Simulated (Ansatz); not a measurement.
Consider the isomerisation: `OC(F)[SiH2][SiH3]` → `FC[SiH2]O[SiH3]`.

Isolated molecules relaxed with PBE0-D4/def2-TZVP in Ansatz; ΔE leaves out vibrations. CCSD(T)/CBS is the MP2 limit (def2-TZVPP, def2-QZVPP) plus CCSD(T) − MP2 in def2-TZVPP, frozen cores. DFT in def2-TZVPP. One conformer a species, not always the lowest.

```json
{"level": "PBE-D4", "ΔE (kJ/mol)": "-204.9", "difference from CCSD(T)/CBS": "44.7"}
{"level": "PBE0-D4", "ΔE (kJ/mol)": "-220.4", "difference from CCSD(T)/CBS": "29.2"}
{"level": "ωB97X-V", "ΔE (kJ/mol)": "-238.1", "difference from CCSD(T)/CBS": "11.5"}
{"level": "ωB97M-V", "ΔE (kJ/mol)": "-246.2", "difference from CCSD(T)/CBS": "3.4"}
{"level": "r2SCAN", "ΔE (kJ/mol)": "-235.1", "difference from CCSD(T)/CBS": "14.5"}
{"level": "MP2/def2-TZVPP", "ΔE (kJ/mol)": "-260.8", "difference from CCSD(T)/CBS": "-11.2"}
{"level": "CCSD/def2-TZVPP", "ΔE (kJ/mol)": "-252.0", "difference from CCSD(T)/CBS": "-2.4"}
{"level": "CCSD(T)/def2-TZVPP", "ΔE (kJ/mol)": "-245.8", "difference from CCSD(T)/CBS": "3.8"}
{"level": "MP2/def2-QZVPP", "ΔE (kJ/mol)": "-264.4", "difference from CCSD(T)/CBS": "-14.8"}
{"level": "CCSD/CBS(def2)", "ΔE (kJ/mol)": "-255.9", "difference from CCSD(T)/CBS": "-6.3"}
{"level": "CCSD(T)/CBS", "ΔE (kJ/mol)": "-249.6", "difference from CCSD(T)/CBS": "0"}
```

Largest T1 diagnostic among the species: 0.013.

In def2-TZVPP, CCSD(T) changes the Hartree–Fock value by +35.6 kJ/mol (the triples alone add +6.3 kJ/mol) and MP2 by +20.6 kJ/mol. From PBE to PBE0 (25 % exact exchange), in def2-TZVPP and without D4, ΔE moves by −15.5 kJ/mol.
